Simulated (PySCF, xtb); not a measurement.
C4H8OSi, SMILES C/C=C1/OC[SiH2]1.

Harmonic wavenumbers (cm⁻¹) from GFN2-xTB in xtb at its own minimum, in rising order: 112, 155, 162, 237, 325, 438, 456, 502, 546, 603, 645, 738, 742, 772, 808, 971, 1007, 1033, 1103, 1133, 1139, 1225, 1270, 1401, 1473, 1479, 1488, 1711, 2272, 2275, 2933, 2955, 2987, 3004, 3021, 3058.

Question: What does ωB97X-D3(BJ)/def2-SVP (PySCF 2.14.0) give at its own minimum? (An estimate is asked for; the answer gives what the named calculation found.)

Answer: 97, 164, 176, 244, 340, 465, 483, 553, 628, 668, 731, 803, 837, 852, 957, 979, 1028, 1057, 1128, 1158, 1188, 1274, 1316, 1417, 1459, 1473, 1478, 1803, 2263, 2264, 3050, 3087, 3132, 3145, 3148, 3186. Paired by order, the mean absolute difference is 55 cm⁻¹ and the zero-point energies are 66.0 and 68.7 kcal/mol.
